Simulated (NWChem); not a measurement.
The numbers come from NWChem runs, not from measurements. System: CH₂N, charge 0, spin multiplicity 4, at the geometry of a parent with another charge or spin, in a state set for the comparison that need not be this species' ground state. Its SCF solution wasn't tested for a lower state. Level: UHF/def2-TZVP.

Output (cleaned and shortened):

```
             Northwest Computational Chemistry Package (NWChem) 7.3.0
             --------------------------------------------------------

                                NWChem Input Module
                                -------------------

 Scaling coordinates for geometry "geometry" by  1.889725989
 (inverse scale =  0.529177249)

 Turning off AUTOSYM since
 SYMMETRY directive was detected!

                             Geometry "geometry" -> ""
                             -------------------------

 Output coordinates in angstroms (scale by  1.889725989 to convert to a.u.)

  No.       Tag          Charge          X              Y              Z
 ---- ---------------- ---------- -------------- -------------- --------------
    1 C                    6.0000     0.00000000     0.00000000     0.50209500
    2 N                    7.0000     0.00000000     0.00000000    -0.74023300
    3 H                    1.0000    -0.94346000     0.00000000     1.08453200
    4 H                    1.0000     0.94346000     0.00000000     1.08453200

 Effective nuclear repulsion energy (a.u.)      27.5042761152

            Nuclear Dipole moment (a.u.)
            ----------------------------
        X                 Y               Z
 ---------------- ---------------- ----------------
     0.0000000000     0.0000000000     0.0000056692

      Symmetry information
      --------------------

 Group name             C2v
 Group number             16
 Group order               4
 No. of unique centers     3

      Symmetry unique atoms

     1    2    3


 Summary of "ao basis" -> "" (spherical)
 ------------------------------------------------------------------------------
       Tag                 Description            Shells   Functions and Types
 ---------------- ------------------------------  ------  ---------------------
 *                         def2-tzvp                  on all atoms

 Summary of "ao basis" -> "ao basis" (spherical)
 ------------------------------------------------------------------------------
       Tag                 Description            Shells   Functions and Types
 ---------------- ------------------------------  ------  ---------------------
 C                         def2-tzvp                11       31   5s3p2d1f
 N                         def2-tzvp                11       31   5s3p2d1f
 H                         def2-tzvp                 4        6   3s1p

                                 NWChem SCF Module
[...]
    38      0.206314  2 N  py                44      0.206398  2 N  py
    41      0.179133  2 N  py                10      0.160617  1 C  py

 Vector    8  Occ=0.000000D+00  E= 1.065203D-01  Symmetry=b1
              MO Center= -2.2D-14,  6.7D-17, -1.0D-01, r^2= 2.8D+00
   Bfn.  Coefficient  Atom+Function         Bfn.  Coefficient  Atom+Function
  ----- ------------  ---------------      ----- ------------  ---------------
    65      1.043896  3 H  s                 71     -1.043896  4 H  s
    12      0.767832  1 C  px                43      0.383380  2 N  px
    37      0.282373  2 N  px                40      0.245371  2 N  px

 Vector    9  Occ=0.000000D+00  E= 1.783033D-01  Symmetry=a1
              MO Center=  7.2D-15,  2.6D-15,  1.1D+00, r^2= 5.3D+00
   Bfn.  Coefficient  Atom+Function         Bfn.  Coefficient  Atom+Function
  ----- ------------  ---------------      ----- ------------  ---------------
    65      2.163320  3 H  s                 71      2.163320  4 H  s
     5     -1.916176  1 C  s                 14     -1.400561  1 C  pz
    36     -1.050993  2 N  s                 64     -0.342388  3 H  s
    70     -0.342388  4 H  s                 45     -0.265498  2 N  pz
    35      0.237393  2 N  s

 center of mass
 --------------
 x =   0.00000000 y =   0.00000000 z =  -0.14530091

 moments of inertia (a.u.)
 ------------------
          46.078449717706           0.000000000000           0.000000000000
           0.000000000000          52.485524286002           0.000000000000
           0.000000000000           0.000000000000           6.407074568296

  Mulliken analysis of the total density
  --------------------------------------

    Atom       Charge   Shell Charges
 -----------   ------   -------------------------------------------------------
    1 C    6     6.17   0.85  1.12  0.50  0.60  0.14  1.27  1.23  0.36  0.03  0.05  0.01
    2 N    7     7.14   0.82  1.15  0.59  0.98  0.32  1.39  1.44  0.41  0.01  0.03  0.00
    3 H    1     0.85   0.25  0.48  0.10  0.02
    4 H    1     0.85   0.25  0.48  0.10  0.02

  Mulliken analysis of the alpha density
  --------------------------------------

    Atom       Charge   Shell Charges
 -----------   ------   -------------------------------------------------------
    1 C    6     3.61   0.43  0.56  0.26  0.30  0.09  0.80  0.84  0.27  0.02  0.04  0.01
    2 N    7     4.54   0.41  0.58  0.32  0.53  0.15  1.09  1.13  0.30  0.01  0.02  0.00
    3 H    1     0.43   0.13  0.24  0.05  0.01
    4 H    1     0.43   0.13  0.24  0.05  0.01

   Mulliken analysis of the beta density
   -------------------------------------

    Atom       Charge   Shell Charges
 -----------   ------   -------------------------------------------------------
    1 C    6     2.56   0.43  0.56  0.24  0.30  0.06  0.47  0.39  0.10  0.01  0.01  0.00
    2 N    7     2.60   0.41  0.58  0.27  0.44  0.16  0.30  0.31  0.11  0.00  0.01  0.00
    3 H    1     0.42   0.12  0.24  0.05  0.01
    4 H    1     0.42   0.12  0.24  0.05  0.01

   Mulliken analysis of the spin density
   -------------------------------------

    Atom       Charge   Shell Charges
 -----------   ------   -------------------------------------------------------
    1 C    6     1.05  -0.00 -0.00  0.02  0.00  0.03  0.34  0.44  0.17  0.01  0.04  0.00
    2 N    7     1.93   0.00 -0.00  0.05  0.09 -0.01  0.79  0.82  0.19  0.00  0.01  0.00
    3 H    1     0.01   0.01 -0.00 -0.00  0.01
    4 H    1     0.01   0.01 -0.00 -0.00  0.01

       Multipole analysis of the density wrt the origin
       ------------------------------------------------

     L   x y z        total         alpha         beta         nuclear
     -   - - -        -----         -----         ----         -------
     0   0 0 0     -0.000000     -9.000000     -6.000000     15.000000

     1   1 0 0     -0.000000     -0.000000     -0.000000      0.000000
     1   0 1 0     -0.000000     -0.000000     -0.000000      0.000000
     1   0 0 1      0.664778      0.928628     -0.263855      0.000006

     2   2 0 0     -8.230377     -8.649048     -5.938658      6.357328
     2   1 1 0     -0.000000     -0.000000      0.000000      0.000000
     2   1 0 1     -0.000000     -0.000000     -0.000000      0.000000
     2   0 2 0     -9.536157     -6.950848     -2.585309      0.000000
     2   0 1 1      0.000000     -0.000000      0.000000      0.000000
     2   0 0 2    -10.556503    -22.376386    -15.679562     27.499445

 Task  times  cpu:        1.0s     wall:        1.0s

 Total times  cpu:        1.0s     wall:        1.0s
```

Problem. Write an NWChem input that would produce this output.

Solution. This is not unique; one that fits is 
```
start mol
memory heap 200 mb stack 900 mb global 1100 mb
geometry units angstroms nocenter noautoz
  C      0.000000     0.000000     0.502095
  N      0.000000     0.000000    -0.740233
  H     -0.943460     0.000000     1.084532
  H      0.943460     0.000000     1.084532
  symmetry group C2v
end
basis spherical
  * library def2-tzvp
end
scf
  uhf
  nopen 3
  maxiter 100
  thresh 1e-7
  semidirect memsize 60000000 filesize 0
  # guess.movecs holds the orbitals of an unrestricted PBE0 run
  vectors input guess.movecs output mol.movecs
end
task scf energy
```
